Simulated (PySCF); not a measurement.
## F²⁺ (fluorine, charge +2): UHF calculation

Configuration: [He] 2s2 2p3, high-spin 4S determinant. All numbers are calculated (PySCF 2.14, the non-relativistic Hamiltonian (point nucleus), in pcseg-2 (4s3p2d1f, 30 functions)).

| Quantity | Value |
| --- | --- |
| Total energy | -97.600645 hartree |
| One-electron energy | -126.1712 hartree |
| Hartree (Coulomb) energy | 37.7653 hartree |
| Exchange energy | -9.1947 hartree |
| Kinetic energy | 97.64503 hartree |
| ⟨S²⟩ | 3.7536 |
| ⟨L²⟩ | 0.000 |
| Sum of ⟨r⟩ | 4.837 bohr |
| Sum of ⟨r²⟩ | 5.009 bohr² |
| Density at the nucleus (Gaussians lack the cusp) | 437 bohr⁻³ |
| Spin density at the nucleus | 0.684 bohr⁻³ |
| Langevin diamagnetic susceptibility | -3.97 ×10⁻⁶ cm³/mol |
| Time after the integrals | 0.06 s of wall time on 1 thread of Neoverse-V1 (shared host) |

| shell | electrons | mean orbital energy (eV) | rms radius, mean of both spins (bohr) |
| --- | --- | --- | --- |
| 1s α | 1 | -766.50 | 0.204 |
| 1s β | 1 | -761.37 | 0.204 |
| 2s α | 1 | -88.023 | 1.01 |
| 2s β | 1 | -70.832 | 1.01 |
| 2p α | 3 | -63.891 | 0.981 |
